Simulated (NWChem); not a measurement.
Molecule: CaO; SMILES [O]=[Ca]

Computed with NWChem. B3LYP is NWChem's, with the RPA form of VWN correlation. Each level has its own optimisation; frequencies are unscaled.

For level B3LYP/def2-TZVP:

highest harmonic frequency (cm⁻¹): 764
dipole (D): 8.55

What are these values for level PBE0/def2-TZVP?


| Item | Result |
|---|---|
| highest harmonic frequency (cm⁻¹) | 787 |
| dipole (D) | 8.77 |
